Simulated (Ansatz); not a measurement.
Reaction (atomization): `[SH][AlH][Br]` → Al• + Br• + 2 H• + S•

Gas-phase electronic energies from Ansatz, PBE0-D4/def2-TZVP geometries. CCSD(T)/CBS is the MP2 limit (def2-TZVPP, def2-QZVPP) plus CCSD(T) − MP2 in def2-TZVPP, frozen cores. This one scheme is used for every species, atoms too. DFT in def2-TZVPP. Open shells (•) are unrestricted, without spin–orbit coupling. Spin–orbit coupling would lower the free atoms: a little for Al, S; clearly for Br. Bonds to Br are less sure, by a few kJ/mol each and by 10 to 20 or more in all where they break to atoms, as the def2 sets lack core-valence functions. Scalar relativity is left out up to krypton. Each species was taken in one conformer, which may not be the lowest.

`[SH][AlH][Br]`:

Z-matrix (Å, degrees):
```
Al
S 1 2.170
Br 1 2.253 2 118.8
H 1 1.569 2 120.6 3 -179.9
H 2 1.345 1 93.1 3 -0.1
```

CCSD(T)/CBS gives +335.3 kcal/mol.

(1) Another level gave +327.4 kcal/mol. Which?
A. BHLYP/def2-TZVPP
B. CAM-B3LYP-D4/def2-TZVPP
C. MP2/def2-TZVPP
D. SCS-MP2/def2-TZVPP

Largest T1 diagnostic among the species: 0.018.

Results:

(1) B. CAM-B3LYP-D4 327.4, MP2/def2-TZVPP 328.9, SCS-MP2/def2-TZVPP 326.0, BHLYP 318.1 kcal/mol.

Leaving LDA and LC-ωPBE aside and taking each functional with its dispersion term where it has one, the values, not all of them listed here, spread over 16.3 kcal/mol, from BHLYP-D4 to B97M-V. LDA lies +42.5 kcal/mol from PBE without D4, its usual overbinding. From PBE to PBE0 (25 % exact exchange), in def2-TZVPP and without D4, ΔE moves by −1.6 kcal/mol: exact exchange takes away binding that semilocal exchange gives to molecules.

For atomizations the MP2-based limit and the directly extrapolated one differ by several kJ/mol either way, and by 10 to 25 for some Ge, Se and Sn compounds, so smaller differences from it don't rank the levels.
